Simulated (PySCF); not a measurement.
```xyz
4
charge 1 multiplicity 2, angstrom
Os    0.0000    0.0000   -0.0926
O     1.6163    0.0000    0.3758
O    -0.8082    1.3998    0.3758
O    -0.8082   -1.3998    0.3758
```

Computed with UB3LYP/[Os def2-SVP with ECP60, O def2-SVP], scalar-relativistic core potentials, density fitting, no spin–orbit coupling, PySCF.

This geometry of OsO₃⁺ is a stationary point at this level.

**Question.** What is the point group?

**Answer.** C3v.

**Question.** Is it a minimum?

**Answer.** Yes: all harmonic wavenumbers are real.

**Question.** What are the dipole moment and the gap between the highest occupied and lowest empty levels of either spin?

**Answer.** 2.02 D about the centre of mass and 2.88 eV.

**Question.** Give the ideal-gas entropy at 298.15 K and 1 bar by parts.

**Answer.** translation 177.2, rotation 94.9, vibration 18.6, spin 5.8; total 296.5 J/(mol K).

Other isomers or separated fragments may lie lower. With open d or f shells other occupations or spin states may lie lower. With an element this heavy the missing spin–orbit coupling can shift these numbers.
